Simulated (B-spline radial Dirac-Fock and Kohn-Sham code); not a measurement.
## Magnetic form factor of the 5d shell of La

System: the free lanthanum atom in the configuration [Xe] 5d1 6s1 6p1 (not the ground configuration).

The run's input, task.json:

```json
{"items": [{
  "Z": 57,
  "q": 0,
  "cfg": [[1, 0, 2], [2, 0, 2], [2, 1, 6], [3, 0, 2], [3, 1, 6], [3, 2, 10], [4, 0, 2], [4, 1, 6], [4, 2, 10], [5, 0, 2], [5, 1, 6], [5, 2, 1], [6, 0, 1], [6, 1, 1]],
  "A": 139,
  "rrms": 4.855,
  "do": ["scatter"],
  "s": [0.0, 0.08, 0.09, 0.11, 0.13, 0.15, 0.18, 0.22, 0.26, 0.31, 0.36, 0.43, 0.51, 0.61, 0.73, 0.86, 1.02, 1.22, 1.44, 1.71, 2.04, 2.42, 2.87],
  "pz": [0, 0.1, 0.2, 0.3, 0.4, 0.5, 0.6, 0.8, 1.0, 1.2, 1.4, 1.6, 1.8, 2.0, 2.5, 3.0, 4.0, 5.0, 7.0, 10.0, 15.0, 20.0, 30.0, 40.0, 60.0, 100.0],
  "hv_scatter": [1000, 10000, 20000, 30000, 50000, 100000, 200000, 1000000]
}]}
```

Run with: `python xray_run.py task.json out`

These are calculated numbers from a radial atomic solver; the model is Dirac-Fock densities. ⟨j_K⟩ is the integral of the 5d radial density with the spherical Bessel function j_K(4πsr), s = sin θ/λ.

```csv
s (Å⁻¹),⟨j0⟩,⟨j2⟩,⟨j4⟩
0,1.0000,0.0000,0.0000
0.08,0.6472,0.1274,0.0095
0.09,0.5772,0.1486,0.0140
0.11,0.4409,0.1846,0.0256
0.13,0.3176,0.2089,0.0401
0.15,0.2134,0.2205,0.0560
0.18,0.0966,0.2166,0.0789
0.22,0.0069,0.1842,0.1016
0.26,-0.0290,0.1387,0.1116
0.31,-0.0328,0.0838,0.1079
0.36,-0.0189,0.0420,0.0927
0.43,0.0025,0.0081,0.0645
0.51,0.0159,-0.0053,0.0354
0.61,0.0177,-0.0040,0.0118
0.73,0.0106,0.0033,0.0000
0.86,0.0031,0.0079,-0.0015
1.02,-0.0010,0.0078,0.0015
1.22,-0.0009,0.0043,0.0044
1.44,0.0010,0.0011,0.0046
```

Radial moments of the shell: ⟨r²⟩ = 9.361, ⟨r⁴⟩ = 159.3, ⟨r⁶⟩ = 4622 in powers of bohr.
